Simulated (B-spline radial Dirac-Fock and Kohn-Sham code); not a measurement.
# Core-level shifts of neodymium with charge state

Level of theory: multi-electron Dirac-Fock with separately optimised hole states, Breit and Lamb-shift corrections added in first order; a radial atomic solver. Each ion is free and in its tabulated ground configuration. No correlation.

Reference: Nd⁴⁵⁺, [Ne] 3s2 3p3, with K (1s) 46577.7 eV, L1 (2s) 9988.6 eV. Shifts from it, in eV (a dash: the subshell is empty, belongs to an open shell averaged over j, or its hole state is left out as unreliable):

```
  ion  configuration   K (1s)  L1 (2s)
Nd⁴⁶⁺   [Ne] 3s2 3p2   +153.0   +129.6
Nd⁴⁷⁺   [Ne] 3s2 3p1   +308.0   +260.6
Nd⁴⁸⁺       [Ne] 3s2        ?        ?
Nd⁴⁹⁺       [Ne] 3s1        –        –
Nd⁵⁰⁺   [He] 2s2 2p6   +765.9   +643.6
Nd⁵¹⁺   [He] 2s2 2p5  +1135.6   +879.1
Nd⁵²⁺   [He] 2s2 2p4  +1510.1  +1117.0
Nd⁵³⁺   [He] 2s2 2p3  +1889.4  +1357.4
```

Q: Give the missing shifts for Nd⁴⁸⁺.

A: K (1s) +464.9, L1 (2s) +393.0 (eV).

Values without a named source are computed, but for edge energies of neutral atoms, which are taken from tables.
